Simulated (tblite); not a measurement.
C4H9OPSi (charge +1 and doublet state).
Atom-mapped SMILES: `[CH2:1]=[C:2]1[O:3][Si@@H:4]([PH2+:5])[C@@H:6]1[CH3:7]` (hydrogens: H8, H9 on C1; H10 on Si4; H11, H12 on P5; H13 on C6; H14, H15, H16 on C7)

Structure optimised with GFN2-xTB, isolated species. This method treats the open shell by occupation alone, without spin polarisation.

What internal coordinates does the optimisation give?

```tsv
bond	length (bohr)
C1=C2	2.511
C2–O3	2.601
O3–Si4	3.130
Si4–P5	4.272
Si4–C6	3.833
C6–C7	2.840
C2–C6	2.809
C1–H8	2.034
C1–H9	2.031
Si4–H10	2.754
P5–H11, P5–H12	2.636
C6–H13	2.056
C7–H14, C7–H15, C7–H16	2.059
```

Bonds in one row agree within 0.02 bohr and their mean is given. A selection of angles:
```tsv
angle	degrees
C2–C1–H8	120.7
C2–C1–H9	121.0
H8–C1–H9	118.2
C1–C2–O3	123.9
C1–C2–C6	131.8
O3–C2–C6	104.3
C2–O3–Si4	98.4
O3–Si4–P5	108.4
O3–Si4–C6	74.9
O3–Si4–H10	108.2
P5–Si4–C6	100.1
P5–Si4–H10	133.5
C6–Si4–H10	116.5
Si4–P5–H11	96.0
Si4–P5–H12	97.7
H11–P5–H12	93.8
Si4–C6–C7	108.1
Si4–C6–H13	120.6
C7–C6–H13	112.6
C2–C6–Si4	80.3
C2–C6–C7	116.1
C2–C6–H13	115.6
C6–C7–H14	111.6
C6–C7–H15	108.2
H14–C7–H15	107.4
H14–C7–H16	109.6
```

Torsions: C1–C2–O3–Si4 165° (antiperiplanar); C2–O3–Si4–P5 -86° (synclinal); O3–Si4–C6–C7 105° (anticlinal); C1–C2–C6–Si4 -168° (antiperiplanar).

C1 (carbon bonded to C and 2 H) is planar (angles 121.0°, 120.7° and 118.2°, sum 359.9°, 0.02 Å off the plane of its three neighbours). C2 (carbon bonded to 2 C and O) is planar (angles 131.8°, 123.9° and 104.3°, sum 360.0°, 0.01 Å off the plane of its three neighbours). P5 (phosphorus bonded to Si and 2 H) is pyramidal (angles 97.7°, 96.0° and 93.8°, sum 287.5°, 0.82 Å off the plane of its three neighbours). Si4 (silicon bonded to C, O, P and H) has angles from 74.9° to 133.5°. The C–C distances run from 1.329 Å (C1=C2, drawn double) to 1.503 Å (C6–C7, drawn single), a spread of 0.174 Å. O3 (oxygen bonded to C and Si) is bent (angle 98.4°). The 4-membered ring C2–O3–Si4–C6 has internal angles of 74.9° to 104.3° (sum 358°, against 360° for a flat polygon); it is puckered, 0.07 Å rms from its mean plane, widest ring torsion 14°.

Point group: C1 (no symmetry element, even within 0.4 Å). Its GFN2-xTB frequencies are all real (lowest 62 cm⁻¹). Torsions: O3–Si4–P5–H -101° and 164°, C1–C2–O3–Si4 165°, C2–O3–Si4–P5 -86°, O3–Si4–C6–C7 105°, C1–C2–C6–Si4 -168°. 3 starts were optimised and ended at 0.00, 0.37 and -13.27 kcal/mol (GFN2-xTB); the lowest of these is shown.

One conformer stands for the species.

The numbers are calculated, not measured.
